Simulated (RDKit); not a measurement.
Input for RDKit: UFF on CH9NOSn (a complex).

```python
from rdkit import Chem
from rdkit.Chem import AllChem, rdDetermineBonds

blocks = [
'''9

C    -2.39904962    0.93890578    1.31315653
O    -1.37291413    0.01228571    1.60067689
Sn    0.54451024    0.55248075    1.33345382
H    -3.35934857    0.45427727    1.51037498
H    -2.34093563    1.83846115    1.93861920
H    -2.39360849    1.26149960    0.26456947
H     0.30415776    2.16826540    0.74633839
H     1.28824544   -0.35540104    0.09287355
H     1.38798659    0.64904107    2.81542265
''',
'''4

N     0.26945656   -2.07551436    2.30910909
H     0.54888071   -2.29785105    3.25683657
H    -0.73436732   -1.92011342    2.28906087
H     0.49178328   -2.86638820    1.71683802
''',
]
mol = None
for b in blocks:
    f = Chem.MolFromXYZBlock(b)
    rdDetermineBonds.DetermineBonds(f, charge=0)
    mol = f if mol is None else Chem.CombineMols(mol, f)
Chem.SanitizeMol(mol)
print(Chem.MolToSmiles(Chem.RemoveHs(mol)))
ff = AllChem.UFFGetMoleculeForceField(mol, vdwThresh=100.0, ignoreInterfragInteractions=False)
e = ff.CalcEnergy()
print(f'UFF energy {e:.6f} kcal/mol')
```

Program output:

```
C[O][SnH3].N
UFF energy 27.368556 kcal/mol
```

The run finished.

Cost: around 0.020 core-seconds (rough).
